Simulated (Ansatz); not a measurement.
`C=C(C)B(C)F`, charge 0, multiplicity 1.

(1) Give a relaxed structure at PBE0-D4/def2-TZVP (the Gaussian-basis code of Ansatz). (Best estimate.)

Results:

(1) The calculation gave: 
Cartesian coordinates in Å:
```
C 1.788 -0.877 -0.509
C 0.689 -0.160 -0.259
C 0.553 1.256 -0.734
B -0.475 -0.825 0.544
C -1.820 -0.112 0.895
F -0.302 -2.088 0.951
H 1.880 -1.901 -0.163
H 2.630 -0.470 -1.064
H 0.397 1.942 0.104
H -0.314 1.372 -1.391
H 1.438 1.587 -1.281
H -2.497 -0.736 1.479
H -2.335 0.197 -0.021
H -1.632 0.815 1.448
```
Point group Cs.
This is one stationary point; other conformers may exist.
